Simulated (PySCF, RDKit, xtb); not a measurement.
Complex: H2S (SMILES S) (first 3 atoms) with C2H6 (SMILES CC); geometry from B3LYP-D3(BJ)/def2-TZVP.
(charge 0, multiplicity 1):
```xyz
11

S      0.148     0.123    -0.199
H      0.903     0.490     0.848
H     -0.293    -0.975     0.435
C     -0.817    -0.158     3.748
C      0.709    -0.123     3.756
H     -1.216     0.121     2.771
H     -1.231     0.536     4.482
H     -1.192    -1.154     3.989
H      1.129    -0.829     3.036
H      1.109    -0.383     4.738
H      1.084     0.872     3.504
```

Counterpoise-corrected where a basis set is named; no monomer relaxation. RDKit's UFF carries no charges.

Rows in 6-31G* carry no dispersion term and start afresh at each structure (6-31G* with six Cartesian d functions).

The values were computed with PySCF for 6-31G* rows; RDKit for the force fields; xtb for the GFN methods. Each number belongs to the level named beside it.

Problem. One of these levels gives 0.89 kcal/mol for the interaction energy. Which one is it?
A) UFF
B) HF/6-31G*
C) GFN-FF

Solution. B, HF/6-31G*. The others give -1.12 (UFF), -0.73 (GFN-FF)
